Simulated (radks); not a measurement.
Results of a calculation; reference values are marked as such.
Initial-state core-level shifts of neutral indium when its valence configuration changes from [Kr] 4d10 5s2 5p1. Code: a radial shooting solver on a logarithmic mesh with Libxc functionals. Model: Dirac Kohn-Sham, PBE, spin-unpolarised, spherical densities, finite nucleus; open shells are shared between the two j in proportion to 2j + 1; Fermi nuclear charge, rms radius 4.6156 fm. Shifts are changes of the shell-averaged eigenvalues in eV (positive: less bound); the change of the density at the nucleus, which sets a Mossbauer isomer shift, is in e/bohr^3, on a base of 1.748e+05.

valence                3s       3p       4s       4p  density at nucleus
4d10 5s1 5p2       -1.656   -1.655   -1.677   -1.676              -27.99
4d10 5p3           -3.167   -3.166   -3.208   -3.205              -59.06
4d9.5 5s2 5p1.5    -3.676   -3.676   -3.339   -3.220               +8.36
4d9 5s2 5p2        -7.390   -7.390   -6.658   -6.412              +16.94
4d8 5s2 5p3       -14.966  -14.967  -13.277  -12.751              +34.86
4d10 5s1.5 5p1.5   -0.850   -0.850   -0.861   -0.861              -13.57
4d9.5 5s1.5 5p2    -4.471   -4.471   -4.140   -4.019               -6.66
4d9 5s1 5p3        -8.872   -8.872   -8.143   -7.891              -16.56
4d8 5s1 5p4       -16.340  -16.340  -14.638  -14.102               -3.92
